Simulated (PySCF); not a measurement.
Molecular orbitals of SrB

PBE0 at R = 2.471 Å; PySCF, scalar-relativistic core potentials, basis sets Sr def2-SVP with ECP28, B def2-SVP. State: ⁴Π (quartet), unpaired electrons σ ↑↑, π ↑, a second solution, started from another occupation. Only the outer orbitals are listed, counted within each symmetry, core potentials removing the inner ones.

| spin | orbital | occ. | ε (eV) | on Sr (%) | main shells (%) |
| --- | --- | --- | --- | --- | --- |
| α | 2σ | 1 | -44.16 | 100 | 100 Sr s |
| α | 1π | 1 | -24.71 | 100 | 100 Sr p |
| α | 3σ | 1 | -24.67 | 99 | 99 Sr p |
| α | 1π | 1 | -24.66 | 100 | 100 Sr p |
| α | 4σ | 1 | -10.37 | 15 | 85 B s |
| α | 5σ | 1 | -4.93 | 33 | 62 B p, 24 Sr s |
| α | 2π | 1 | -4.59 | 23 | 76 B p, 17 Sr d |
| α | 6σ | 1 | -3.72 | 88 | 62 Sr s, 16 Sr d, 12 B p |
| α | 2π | 0 | -2.35 | 37 | 63 B p, 24 Sr d, 12 Sr p |
| α | 3π | 0 | -1.13 | 100 | 72 Sr p, 27 Sr d |
| α | 3π | 0 | -1.06 | 100 | 75 Sr p, 25 Sr d |
| β | 2σ | 1 | -43.93 | 100 | 100 Sr s |
| β | 1π | 1 | -24.51 | 100 | 100 Sr p |
| β | 1π | 1 | -24.40 | 100 | 100 Sr p |
| β | 3σ | 1 | -24.24 | 99 | 99 Sr p |
| β | 4σ | 1 | -8.20 | 19 | 80 B s |
| β | 5σ | 0 | -1.88 | 92 | 80 Sr s, 10 Sr p |
| β | 2π | 0 | -1.77 | 40 | 60 B p, 29 Sr d, 11 Sr p |
| β | 2π | 0 | -1.09 | 52 | 48 B p, 38 Sr d, 15 Sr p |

Task: Which are the highest filled and the lowest empty level, where do they sit, and how wide is the gap?

Result: Highest filled α 6σ at -3.72 eV (in %: 62 Sr s, 16 Sr d, 12 B p); lowest empty α 2π at -2.35 eV (in %: 63 B p, 24 Sr d, 12 Sr p); the gap at PBE0 is 1.37 eV.

* bond order (Mayer): 1.13
* ⟨S²⟩: 3.753
* charge on Sr (Mulliken, basis-dependent): 0.24
* charge on Sr (Löwdin, basis-dependent): 0.09
* dipole moment (positive dipole means Sr(−)B(+)): -3.62 D

Spin–orbit coupling is left out.
